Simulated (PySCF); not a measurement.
A geometry optimisation on `N#CC1=CC=CC=C[CH+]1`.

Computed with B3LYP/def2-SV(P) geometry optimisation, gas phase (PySCF 2.14.0). Start geometry: GFN2-xTB. The input is one job of a driver script: a line of settings, then coordinates in Å.

Input:
```
{"job": {"xc": "B3LYP", "basis": "def2-SV(P)", "grid": 1, "kind": "geom"}, "charge": 1, "multiplicity": 1}
N      3.802691    -0.730673    -0.041067
C      2.680681    -0.513456    -0.028830
C      1.278340    -0.243858    -0.014647
C      0.920265     1.110270    -0.006807
C     -0.352002     1.661993     0.006143
C     -1.585099     1.011639     0.016121
C     -1.846449    -0.353356     0.015525
C     -0.940719    -1.413090     0.003403
C      0.445316    -1.369937    -0.009416
H      1.750426     1.809719    -0.012106
H     -0.391091     2.745317     0.009726
H     -2.454853     1.658876     0.025658
H     -2.893714    -0.633713     0.026169
H     -1.377040    -2.405428     0.004666
H      0.958835    -2.326314    -0.016451
```

Output:
```
step   0  E = -362.61067862  max force = 0.043439
step   1  E = -362.61287043  max force = 0.001913
step   2  E = -362.61288269  max force = 0.000645
step   3  E = -362.61288515  max force = 0.000439
optimisation converged
```

Energies in Eh; «max force» is the largest Cartesian gradient component in Eh/bohr.

Question: How much energy does the optimisation release, in kcal/mol?

Answer: E(step 0) − E(last step) = 0.002207 Eh, which is 1.4 kcal/mol.

Question: Give the first gradient maximum in eV/Å.

Answer: With 1 Eh/bohr = 51.422 eV/Å, 2.234 eV/Å.

Summary of the converged run: final energy -362.61289 Eh after 3 steps.

Question: Where do the atoms end?

Answer: 0.025 Å rms from the input after alignment:
```
atom  x, y, z in Å
N1     3.8920   -0.6736   -0.1906
C2     2.7523   -0.4552   -0.1775
C3     1.3391   -0.1854   -0.1616
C4     0.9588    1.1757   -0.1538
C5    -0.3258    1.7277   -0.1394
C6    -1.5696    1.0773   -0.1289
C7    -1.8295   -0.2984   -0.1300
C8    -0.9090   -1.3580   -0.1417
C9     0.4885   -1.3139   -0.1558
H10    1.7853    1.8941   -0.1601
H11   -0.3623    2.8226   -0.1360
H12   -2.4485    1.7314   -0.1186
H13   -2.8865   -0.5865   -0.1203
H14   -1.3433   -2.3638   -0.1398
H15    0.9957   -2.2844   -0.1634
```

Question: How long does this job take on an Arm Neoverse N1 with one thread, shared host with 64 logical CPUs at a one-minute load of 61? And the peak memory of the process?

Answer: About 45 s, with 0.62 GiB resident at the peak, the Python interpreter and its libraries included.
Labels such as C1 count atoms from 1, the log's own numbers from 0.
